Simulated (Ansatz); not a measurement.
One change: `O[Si]1([O][AlH2])CN1` becomes `O[SiH]1CN1`.

Ansatz, PBE0-D4/def2-TZVP geometries, multiplicity 1. Each molecule was computed in one conformer, which needn't be the lowest.

```
                                          property  `O[Si]1([O][AlH2])CN1`
                 LUMO energy (PBE/def2-TZVPP) / eV                   -1.97
    size of the dipole moment (PBE/def2-TZVPP) / D                    1.10
             LUMO energy (ωB97M-V/def2-TZVPP) / eV                    0.39
              HOMO–LUMO gap (PBE0/def2-TZVPP) / eV                    5.42
                LUMO energy (PBE0/def2-TZVPP) / eV                   -1.19
size of the dipole moment (ωB97M-V/def2-TZVPP) / D                    1.24
```

Give the same properties after the change, and the shifts. (An estimate is asked.)

Computed: 
| property | `O[SiH]1CN1` | shift |
| --- | --- | --- |
| LUMO energy (PBE/def2-TZVPP) / eV | -0.18 | 1.79 |
| size of the dipole moment (PBE/def2-TZVPP) / D | 0.74 | -0.36 |
| LUMO energy (ωB97M-V/def2-TZVPP) / eV | 2.28 | 1.89 |
| HOMO–LUMO gap (PBE0/def2-TZVPP) / eV | 7.59 | 2.17 |
| LUMO energy (PBE0/def2-TZVPP) / eV | 0.74 | 1.93 |
| size of the dipole moment (ωB97M-V/def2-TZVPP) / D | 0.65 | -0.59 |

With PBE0 the HOMO falls by 0.23 eV and the LUMO rises by 1.93 eV, so the gap widens by about 2.16 eV. PBE moves the HOMO by -0.25 eV and ωB97M-V by -0.21 eV. Dipoles are sizes alone; their direction can turn.
